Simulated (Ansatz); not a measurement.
Species: C2H6BO, charge 0, multiplicity 2. It need not be the lowest isomer of its formula. 
Coordinates optimised at B3LYP-D3(BJ)/def2-TZVP (Ansatz, a program for electronic structure):
SMILES: [O]B(C)C
```xyz
10

C      1.4208    -0.5159    -0.2020
B     -0.0096     0.1641     0.0415
C     -1.3497    -0.7018    -0.1057
O     -0.0828     1.4193     0.3587
H      2.2479     0.1781    -0.0714
H      1.5324    -1.3494     0.4952
H      1.4442    -0.9221    -1.2158
H     -1.3007    -1.5395     0.5937
H     -1.3888    -1.1122    -1.1173
H     -2.2511    -0.1238     0.0851
```
Charge 0, spin multiplicity 2.

Wanted: atomisation energy (electronic, to ground-state atoms), in kJ/mol. Correlated levels leave the core frozen unless marked. UHF or UKS for open shells. Spin-orbit coupling is left out. No relativistic terms. The coupled-cluster limit lacks core correlation, which all-electron functionals hold. Basis-set limits of correlation are two-point, X^-3; Hartree-Fock from the larger set. The bracket is a focal-point correction in the basis named.

```tsv
level	program	atomisation energy (kJ/mol)	minus last row
BLYP-D4/def2-TZVPD	Ansatz + dftd4	3946.4	39.3
revPBE-D4/def2-TZVPD	Ansatz + dftd4	3932.8	25.7
PBE0/def2-SVP	Ansatz	3984.9	77.8
HSE06-D3(BJ)/def2-TZVPD	Ansatz + dftd3	3955.2	48.1
HSE06-D4/def2-TZVPD	Ansatz + dftd4	3956.6	49.5
HSE06/def2-TZVPD	Ansatz	3946.2	39.1
B2GP-PLYP-D4/def2-TZVPD	Ansatz + dftd4	3875.7	-31.4
B2GP-PLYP/def2-TZVPD	Ansatz	3870.1	-37.0
B2PLYP-D4/def2-TZVPD	Ansatz + dftd4	3894.0	-13.1
MP2/cc-pVDZ	Ansatz	3673.7	-233.4
MP2/cc-pVQZ	Ansatz	3903.2	-3.9
RI-MP2/aug-cc-pVQZ	Ansatz	3908.1	1.0
RI-MP2/CBS(aug-cc-pVTZ,aug-cc-pVQZ)	Ansatz	3935.8	28.7
RI-MP2/CBS(cc-pVTZ,cc-pVQZ)	Ansatz	3936.0	28.9
SCS-MP2/cc-pVDZ	Ansatz	3649.5	-257.6
CCSD/6-31G*	Ansatz	3579.7	-327.4
CCSD/cc-pVQZ	Ansatz	3825.2	-81.9
CCSD/CBS(aug-cc-pVTZ,aug-cc-pVQZ)	Ansatz	3853.9	-53.2
RI-MP2/CBS(aug-cc-pVTZ,aug-cc-pVQZ)+[CCSD(T)-MP2]/aug-cc-pVTZ	Ansatz	3910.6	3.5
RI-MP2/CBS(cc-pVTZ,cc-pVQZ)+[CCSD(T)-MP2]/cc-pVTZ	Ansatz	3910.8	3.7
CCSD(T)/CBS(aug-cc-pVTZ,aug-cc-pVQZ)	Ansatz	3907.1	0.0
```
